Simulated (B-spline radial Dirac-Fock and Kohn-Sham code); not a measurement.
**Relativistic shifts of the levels of Sm⁴⁺**

System: Sm⁴⁺, [Xe] 4f4.

Both columns are ΔSCF binding energies of the configuration average from a radial B-spline solver: non-relativistic Hartree-Fock with a point nucleus, and Dirac-Fock with a finite nucleus and the Coulomb interaction alone, averaged over the two j levels with weights 2j+1.

| shell | Hartree-Fock (eV) | Dirac-Fock (eV) | shift (eV) | shift (%) |
| --- | --- | --- | --- | --- |
| 1s | 44485.5 | 47087.1 | +2601.66 | +5.85 |
| 2s | 7161.9 | 7826.0 | +664.04 | +9.27 |
| 2p | 6785.7 | 6993.7 | +207.99 | +3.07 |
| 3s | 1644.2 | 1797.2 | +153.07 | +9.31 |
| 3p | 1477.6 | 1529.8 | +52.24 | +3.54 |
| 3d | 1170.2 | 1155.7 | -14.56 | -1.24 |
| 4s | 384.3 | 419.5 | +35.16 | +9.15 |
| 4p | 318.0 | 328.5 | +10.47 | +3.29 |
| 4d | 199.2 | 194.9 | -4.21 | -2.12 |
| 4f | 64.55 | 59.36 | -5.19 | -8.04 |
| 5s | 91.62 | 97.57 | +5.96 | +6.50 |
| 5p | 69.71 | 70.88 | +1.16 | +1.67 |

Relativity binds 1s, 2s, 2p, 3s, 3p, 4s, 4p, 5s, 5p more strongly, among those listed most of all 3s in relative terms, and 3d, 4d, 4f more weakly, because the contracted s and p shells screen the nucleus better.

Values without a named source are computed, but for edge energies of neutral atoms, which are taken from tables.
